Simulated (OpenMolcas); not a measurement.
Mo3+: moving or changing the point charges

Mo3+ among 2 point charges of -2 e arranged as a linear pair (D∞h), 2.04 Å from the ion.

```json
{
 "Program": "OpenMolcas",
 "Method": "CASSCF",
 "Basis": "ANO-RCC-VTZP [7s6p4d2f1g]",
 "Scalar Hamiltonian": "DKH2, point nucleus",
 "Active space": "3 electrons in 5 orbitals (4d)",
 "State averaging": "2S+1 = 4 even, 10 roots; 2S+1 = 2 even, 40 roots",
 "Spin-orbit coupling": "RASSI with atomic mean-field integrals over the reference wave functions"
}
```

Runs around this geometry, states (labels by Λ). Energies in cm-1 above the lowest state or level, χT in cm3 K/mol.

```json
{"R (Å)": "2.04", "q (e)": "-1.3", "Ground state": "4Π", "First state of that spin": "4Σ 1969", "First gap with spin-orbit (degeneracies)": "444.3 (2, 2)", "χT at 300 K": "0.674", "First state of another spin": "2H 12079"}
{"R (Å)": "1.87", "q (e)": "-2", "Ground state": "4Π", "First state of that spin": "4Σ 1452", "First gap with spin-orbit (degeneracies)": "384.8 (2, 2)", "χT at 300 K": "0.834", "First state of another spin": "2Δ 4910"}
{"R (Å)": "2.04", "q (e)": "-2", "Ground state": "4Π", "First state of that spin": "4Σ 1669", "First gap with spin-orbit (degeneracies)": "419.7 (2, 2)", "χT at 300 K": "0.765", "First state of another spin": "2Δ 8320"}
{"R (Å)": "2.26", "q (e)": "-2", "Ground state": "4Π", "First state of that spin": "4Σ 1188", "First gap with spin-orbit (degeneracies)": "561.1 (2, 2)", "χT at 300 K": "0.580", "First state of another spin": "2Δ 11239"}
```

Scaling the charges by -1.3 / -2 = 0.65 scales the first state of the same spin by 1969 / 1669 = 1.18; with fixed orbitals a first-order splitting would follow the charge.

Without dynamic correlation the repulsion within the d shell is too large (B by tens of per cent), so at a given field states of lower spin stand too high. Point charges carry no covalency, so the field is a model and not that of real ligands. No measured value stands beside these numbers.
